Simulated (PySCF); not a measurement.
A structure optimised at PBE0-D3(BJ)/def2-SVP, used in a PySCF frequency run:

```xyz
8

In    -0.4345     0.0477     0.0000
H     -2.1344    -0.1120     0.0000
Cl     0.6922     2.0977     0.0000
O      0.8802    -1.4410     0.0000
C      0.5410    -2.7939     0.0000
H      0.9602    -3.3003    -0.8899
H      0.9602    -3.3003     0.8899
H     -0.5500    -2.9967     0.0000
```

### Question
Write its SMILES, formula and point group.

### Answer
C[O][InH][Cl], CH4ClInO, Cs

### Question
What are its rotational constants (standard atomic weights)?

### Answer
8.0752, 1.6042, 1.3497 GHz
